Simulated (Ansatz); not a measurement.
```yaml
crystal:
  periodic: [false, false, false]
  atoms:
    - {symbol: Ge, position_ang: [0.005766, -0.007333, -1.042451]}
    - {symbol: Br, position_ang: [1.893694, -0.020046, 0.531890]}
    - {symbol: Br, position_ang: [-1.899450, 0.027379, 0.510572]}
basis:
  gaussian: {orbitals: def2-mTZVP}
hamiltonian: {xc: {name: BLYP}, dispersion: d4}
```

```sh
$ ansatz run in.yaml --threads 4 --pin off --events-out ev --progress --plain --max-ram 3916MiB
```

Output, abridged:

```
Functional definition: BLYP
1075 factors; their error is unknown
mean field evaluation 1: about -196614.9014 eV, gradient 2.9e1 eV
mean field evaluation 2: about -196600.2334 eV, gradient 7.7e1 eV
mean field evaluation 4: about -196616.4182 eV, gradient 4.3e0 eV
mean field evaluation 8: about -196616.4764 eV, gradient 3.5e-2 eV
mean field evaluation 16: about -196616.4228 eV, gradient 4.4e-5 eV
mean field -196616.42276588 eV, -7225.5202652480 hartree, gradient 4.4e-5 eV, S^2 0.000000; 0 other end points of the search recorded, 0 dependent functions left out
reference -196616.42305872 eV, -7225.5202760097 hartree; 51, 51 occupied and 57, 57 virtual orbitals, 1075 factors
Total energy: -196616.65306834 eV, -7225.5287287074 hartree
```

It took 2.1 s on 4 threads of Intel Xeon on a shared host.
